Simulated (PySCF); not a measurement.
Radial density of Gd (gadolinium, neutral)

LC-wPBE, [Xe] 4f8 5d1 6s1, one real determinant (an excited configuration). Calculation: PySCF 2.14, in x2c-TZVPPall (11s7p7d4f2g, 113 functions); the spin-free X2C one-electron Hamiltonian (Gaussian nucleus).

```
r (bohr)  4πr²ρ (e/bohr)  4πr²(ρα − ρβ)
  0.0259           75.44         0.0025
  0.0436           90.72         0.0072
  0.0734           112.1         0.0088
   0.123           84.41         0.0957
   0.208           97.58         0.9613
   0.349           42.41         4.2218
   0.587           47.38         6.8847
   0.988           16.03         4.1328
    1.66           7.114         1.2342
    2.80           1.258         0.5626
    4.70          0.3490         0.3425
    7.91         0.04457         0.0445
    13.3       0.0002384         0.0002
```

Densities and radii are taken from the X2C orbitals without a picture-change correction, which distorts them close to the nucleus.

⟨L²⟩ = 18.07 against 30 for a pure H term, so this real determinant mixes terms. Spin-orbit coupling, absent here, splits the open shell strongly.
